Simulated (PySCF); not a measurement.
Be (beryllium, neutral): UHF calculation

Configuration: [He] 2s1 3d1, high-spin 3D determinant (an excited configuration). Calculation: PySCF 2.14, in aug-cc-pVQZ with one added diffuse shell each of s, p, d, f, g type (7s6p5d4f3g, 105 functions); no relativity, point nucleus.

| Item | Value |
| --- | --- |
| Total energy | -14.332686 hartree |
| One-electron energy | -18.0459 hartree |
| Hartree (Coulomb) energy | 6.2746 hartree |
| Exchange energy | -2.5613 hartree |
| Kinetic energy | 14.34657 hartree |
| ⟨S²⟩ | 2.0000 |
| ⟨L²⟩ | 6.000 |
| Sum of ⟨r⟩ | 12.05 bohr |
| Sum of ⟨r²⟩ | 95.11 bohr² |
| Traceless quadrupole moment −½Σ⟨3z² − r²⟩ along its main axis | 25.3 e·bohr² |
| Density at the nucleus (Gaussians lack the cusp) | 34.4 bohr⁻³ |
| Spin density at the nucleus | 0.999 bohr⁻³ |
| Langevin diamagnetic susceptibility | -75.3 ×10⁻⁶ cm³/mol |

```
shell  electrons  mean orbital energy (eV)  rms radius, mean of both spins (bohr)
 1s α          1                   -136.94                                  0.482
 1s β          1                   -135.83                                  0.482
 2s α          1                   -14.696                                   2.48
 3d α          1                    -1.506                                   9.41
```

The outer electron is Rydberg-like, and this basis confines it to a smaller radius and binds it less than a complete one would.

Spin-orbit constants ζ (cm⁻¹) from the X2C one-electron operator on these orbitals (non-relativistic here): bare nucleus, nucleus screened by l(l+1)(2l+1)/3 electrons, and screened by the Breit-Pauli mean field of the electrons.

```tsv
shell	bare	screened nucleus	mean field
3d	0.08892	0.02223	0.01749
```

To first order the Landé constant is A = 0.008745 cm⁻¹, so the lowest level has J = 1 and lies 3.25e-06 eV below the centre of the term. This holds in LS coupling only.
